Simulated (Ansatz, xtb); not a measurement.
# C6H3ClO: which of two isomers lies lower

Structure a: `C#Cc1ccoc1Cl`, a singlet. Structure b: `C#Cc1cocc1Cl`, a singlet. Both are isolated molecules in the gas phase, relaxed with PBE0-D3(BJ)/def2-SVP.

Quicker runs give these differences E(b) − E(a): GFN2-xTB −0.67 kcal/mol; HF/STO-3G −0.05 kcal/mol (at GFN2-xTB geometries); r2SCAN-D4/def2-SVP +1.15 kcal/mol (at GFN2-xTB geometries).

Task: Which of the two would you expect CCSD(T)/def2-SVP + ΔMP2/def2-TZVPP electronic energies to favour?

Result: CCSD(T)/def2-SVP + ΔMP2/def2-TZVPP gives E(b) − E(a) = +0.79 kcal/mol, slightly favouring structure a, which is too small a margin to settle the true order.

The same difference at several levels:

| level | geometry | E(b) − E(a) (kcal/mol) | departure from the last row (kcal/mol) | job, with rough time for the two |
| --- | --- | --- | --- | --- |
| GFN2-xTB | GFN2-xTB | −0.67 | −1.46 | optimisation, 0.38 s |
| HF/STO-3G | GFN2-xTB | −0.05 | −0.85 | single point, 0.7 s |
| r2SCAN-D4/def2-SVP | GFN2-xTB | +1.15 | +0.35 | single point, 7.2 s |
| PBE0-D3(BJ)/def2-SVP | PBE0-D3(BJ)/def2-SVP | +0.86 | +0.07 | optimisation, 53 s |
| HF/def2-SVP | PBE0-D3(BJ)/def2-SVP | +0.27 | −0.53 | part of the CCSD(T) run |
| MP2/def2-SVP | PBE0-D3(BJ)/def2-SVP | +1.10 | +0.30 | part of the CCSD(T) run |
| CCSD(T)/def2-SVP | PBE0-D3(BJ)/def2-SVP | +0.64 | −0.16 | single point |
| CCSD(T)/def2-SVP + ΔMP2/def2-TZVPP | PBE0-D3(BJ)/def2-SVP | +0.79 |  | single point, 1.9 min |

As drawn, both hold the same kinds of bond in the same numbers.

The largest departure from CCSD(T)/def2-SVP + ΔMP2/def2-TZVPP is that of GFN2-xTB, 1.46 kcal/mol. The last row adds to CCSD(T) the change of the MP2 difference between the two basis sets, here +0.16 kcal/mol.

With thermal terms from frequencies at re-optimised GFN2-xTB minima (ideal gas, soft modes damped towards free rotors, one conformer each, 298.15 K, 1 atm): on the last row, ΔE + ΔZPE = +0.81, ΔH = +0.79, ΔG = +0.81 kcal/mol.

The correlated steps freeze 12 core orbitals. Run with Ansatz 0.2.0, xtb 6.7.1; the last row on 2 threads of Arm Neoverse V2 on a shared host.
